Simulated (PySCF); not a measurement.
Isomers of C4H8N2Si, one GFN2-xTB conformer each. Single-point energies are computed at PBE0/pcSseg-1 (PySCF, gas phase, no added dispersion term), electronic only.

Problem. Rank them by PBE0/pcSseg-1 energy, lowest first (kcal/mol).
A. `[CH3:1][CH2:2]/[C:3]([C:4]#[N:5])=[N:6]\[SiH3:7]` with C1–C2–C3–C4 76°
B. `Cc1ccnn1[SiH3]`
C. `[CH:1]#[C:2][C@@H:3]1[CH2:4][NH:5][SiH2:6][NH:7]1` with C2–C3–C4–N5 -85°, C3–C4–N5–Si6 -28°, C4–N5–Si6–N7 9°, N5–Si6–N7–C3 14°

Solution. B (0.0), A (19.7), C (27.1).

As drawn, the lowest has an aromatic ring and an N–N linkage, which the highest lacks; the highest has a C≡C bond and an N–H bond, which the lowest lacks. GFN2-xTB itself gives, in the same order: 0.0, 36.7, 32.4. Both levels put the same isomer lowest; measured from each level's own lowest isomer, the values differ by up to 17.0 kcal/mol (CC/C(C#N)=N\[SiH3]: 36.7 against 19.7).

Problem. Which frontier levels, dipoles and rotational constants go with these structures?

Solution. 
```json
{"SMILES": "Cc1ccnn1[SiH3]", "HOMO (eV, PBE0/pcSseg-1)": "-6.86", "LUMO (eV)": "0.34", "dipole (D)": "2.41", "A, B, C (MHz)": "3471, 2150, 1359"}
{"SMILES": "CC/C(C#N)=N\\[SiH3]", "HOMO (eV, PBE0/pcSseg-1)": "-7.69", "LUMO (eV)": "-2.09", "dipole (D)": "4.26", "A, B, C (MHz)": "3049, 1414, 1038"}
{"SMILES": "C#C[C@@H]1CN[SiH2]N1", "HOMO (eV, PBE0/pcSseg-1)": "-6.64", "LUMO (eV)": "0.60", "dipole (D)": "0.55", "A, B, C (MHz)": "3883, 1772, 1587"}
```
